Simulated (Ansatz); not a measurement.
BH3N (SMILES B=[NH2+]) moved off its minimum; all values from Ansatz (a program for electronic structure), cores frozen in correlated methods.
(charge 1, multiplicity 1)
```xyz
5

B      0.8207     0.0614     0.3167
N     -0.5791    -0.0002    -0.1673
H      1.7479    -0.0638     0.6958
H     -0.9179     0.9398    -0.4174
H     -0.9733    -0.8453    -0.4107
```

```json
[
 {"level": "HF/def2-TZVPP", "largest force (eV/Å)": "13.50", "on atom": "B1", "rms difference from CCSD(T)/aug-cc-pVTZ (eV/Å)": "0.398", "dipole (D)": "-"},
 {"level": "PBE/def2-TZVPP", "largest force (eV/Å)": "12.70", "on atom": "B1", "rms difference from CCSD(T)/aug-cc-pVTZ (eV/Å)": "0.144", "dipole (D)": "-"},
 {"level": "r2SCAN/def2-TZVPP", "largest force (eV/Å)": "12.93", "on atom": "B1", "rms difference from CCSD(T)/aug-cc-pVTZ (eV/Å)": "0.135", "dipole (D)": "-"},
 {"level": "B3LYP/def2-TZVPP", "largest force (eV/Å)": "12.78", "on atom": "B1", "rms difference from CCSD(T)/aug-cc-pVTZ (eV/Å)": "0.126", "dipole (D)": "-"},
 {"level": "wB97M-V/def2-TZVPP", "largest force (eV/Å)": "12.85", "on atom": "B1", "rms difference from CCSD(T)/aug-cc-pVTZ (eV/Å)": "0.154", "dipole (D)": "-"},
 {"level": "MP2/aug-cc-pVTZ", "largest force (eV/Å)": "12.75", "on atom": "B1", "rms difference from CCSD(T)/aug-cc-pVTZ (eV/Å)": "0.065", "dipole (D)": "-"},
 {"level": "CCSD(T)/aug-cc-pVTZ", "largest force (eV/Å)": "12.57", "on atom": "B1", "rms difference from CCSD(T)/aug-cc-pVTZ (eV/Å)": "0.000", "dipole (D)": "-"}
]
```

The differences count from one level among others, with limits of its own. Forces at CCSD(T)/aug-cc-pVTZ (eV/Å):

```
atom       Fx      Fy      Fz
----  -------  ------  ------
B1    -11.795  -0.427  -4.324
N2      7.621   3.804   2.784
H3      6.339  -0.429   2.558
H4     -0.663  -0.871  -0.160
H5     -1.502  -2.077  -0.858
```
